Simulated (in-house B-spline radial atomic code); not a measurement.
The numbers below are computed, except where a source is named.
## Two electrons in Si: a spherical dot of radius 64.5 nm with hard walls

For Si the NSM archive of the Ioffe Institute lists m_l = 0.98 m0, m_t = 0.19 m0 and ε = 11.7; the model takes one isotropic valley with the conductivity mass 3/(1/m_l + 2/m_t) = 0.26 m0, and so misses anisotropy and the other valleys. All triplets below are those of one valley; with several valleys two electrons can form a triplet in the 1s orbital itself, at an energy set by the valley splitting.

Effective-mass model with parabolic bands, a uniform dielectric constant, no image charges, no central-cell or spin-orbit terms. Two-electron levels come from full CI in B-splines with partial waves to l = 5 (up to 0.001 effective hartree above the limit).

Q: What are the effective units, and what is the potential in them?

A: Ha* = 27211.386 meV × 0.26/11.7² = 51.68 meV and a* = 0.0529177 nm × 11.7/0.26 = 2.381 nm. The radius is R = 27.1 a*. The one-electron levels are π²/2R² = 0.0067 and 4.4934²/2R² = 0.0137 Ha*.

In these units the lowest s and p orbitals lie at 0.006719 and 0.013746, and their Coulomb and exchange integrals are J_ss = 0.065907, J_sp = 0.059767 and K_sp = 0.01327. (For an empty sphere J_ss = 1.786/R.) Full CI gives 0.056664 for the ground singlet, 0.059197 for the sp triplet, 0.067311 for the sp singlet and 0.079675 for the lowest triplet of two s orbitals.

Q: What does it cost to add the second electron, to first order and exactly?

A: To first order E = 2ε_s + J_ss = 0.079346, so the charging energy E(2) − 2E(1) is J_ss = 3.406 meV. CI gives 0.056664 − 2 × (0.006719) = 0.043226, or 2.234 meV: relaxation and correlation lower it by 1.172 meV, 34.4 % of J_ss. The s² configuration of one-electron orbitals holds 52.7 % of the state, and the mean radius is 39.7 nm.

Q: How far above the singlet do the triplets lie?

A: To first order the sp triplet lies at ε_s + ε_p + J_sp − K_sp = 0.066961, which is 0.6401 meV below 2ε_s + J_ss, so first order fails: the exact ground state of two electrons is a singlet. CI gives 0.059197 − (0.056664) = 0.002532, or 0.1309 meV, 36 % of the orbital spacing of 0.3632 meV. The ss triplet lies 1.189 meV up, so the lower of the two is the sp one, and its gap equals k_BT at 1.52 K. The sp singlet-triplet splitting is 0.4194 meV, against 2K_sp = 1.372 meV. With the repulsion this large beside the spacing the electrons keep apart, as in a Wigner molecule, and the splitting shrinks.
